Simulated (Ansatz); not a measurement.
# The dipole moment down a group: F to I

All atoms of one element are swapped for its congeners: SiF3 (trifluorosilyl) `F[Si](F)F`; SiCl3 `Cl[Si](Cl)Cl`; SiI3 (triiodosilyl) `I[Si](I)I`. The Br member is missing. All are doublets with charge 0.

Shapes, held fixed at every level: PBE0-D4/def2-TZVP. Programs: Ansatz 0.2.0. Values in D.

Task: How should the dipole moment change along the series?

Result: At wB97M-V/def2-TZVPP the dipole moment falls at every step, from 1.20 to 0.27 D. Every level shows the same order. Open shells run unrestricted unless RO is named. For atoms past krypton def2 sets carry core potentials with scalar relativity. Magnitudes only: a dipole under 1 D may point either way.

```csv
level,SiF3,SiCl3,SiI3
PBE-D4/def2-TZVPP,1.00,0.44,0.04
r2SCAN-D4/def2-TZVPP,1.08,0.53,0.12
B3LYP-D4/def2-TZVPP,1.19,0.58,0.18
wB97M-V/def2-TZVPP,1.20,0.64,0.27
```
